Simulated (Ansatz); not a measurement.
Wavefunction ladder for CH$_{7}$F$_{2}$NSi$_{2}$ (`CN([SiH2]F)[SiH2]F`)

```xyz
13

C    -0.387    1.462   -0.048
N    -0.059    0.035    0.060
Si   -0.979   -1.062   -0.882
F    -0.654   -0.924   -2.443
Si    1.307   -0.395    0.999
F     2.676    0.045    0.298
H    -0.130    1.986    0.877
H    -1.460    1.598   -0.215
H     0.149    1.942   -0.871
H    -0.645   -2.441   -0.471
H    -2.415   -0.729   -0.746
H     1.264    0.345    2.281
H     1.333   -1.863    1.159
```

The species carries charge 0 and has multiplicity 1. The geometry is a stationary point of PBE0-D4/def2-TZVP. It is one conformer, not always the lowest. Frozen core, restricted reference, Ansatz 0.2.0. CBS rows extrapolate triple and quadruple zeta; past MP2 they add the triple-zeta difference.

| basis | HF (Eh) | MP2 corr. |
| --- | --- | --- |
| def2-TZVPP | -873.48046 | -1.12717 |
| def2-QZVPP | -873.51406 | -1.22102 |

Question: Estimate the CCSD correlation energy and the (T) correction in each basis where they were run (hartree).

Answer: 
| basis | CCSD corr. | (T) |
| --- | --- | --- |
| def2-TZVPP | -1.17122 | -0.03880 |
| CBS(def2) | -1.33459 | as TZ |
